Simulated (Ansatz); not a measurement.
Spectroscopic constants of TiS, multiplicity 3 (the spin of the measured ground state). No spin–orbit coupling. Ti is treated without relativity. The T1 diagnostic near the minimum is 0.066, so single-reference values are doubtful.

Seven points along R, fitted to fifth degree in 1/R; most abundant isotopes. In def2 and cc sets the state is the lowest found near the PBE0 minimum, followed along R.

The values were computed with Ansatz (Gaussian orbitals). 

Energies at wB97M-V/def2-TZVPP:

| R (Å) | E (hartree) |
|---|---|
| 1.922997 | -1247.54101261 |
| 1.974690 | -1247.54809775 |
| 2.022248 | -1247.55149164 |
| 2.076009 | -1247.55239090 |
| 2.129771 | -1247.55078771 |
| 2.191803 | -1247.54653008 |
| 2.264174 | -1247.53915806 |

**Question.** With a reduced mass of 19.1816 u, find the minimum, the force constant and the constants.

**Answer.** A fifth-degree polynomial in 1/R puts the minimum at r_e = 2.0665 Å with force constant 392 N/m. Then ω_e = (1/2πc)√(k/μ) = 589 cm⁻¹ and B_e = h/(8π²cμr_e²) = 0.2058 cm⁻¹; the cubic and quartic terms give α_e = 0.00086 and ω_e x_e = 1.9 cm⁻¹.

Ansatz is a program for electronic structure.
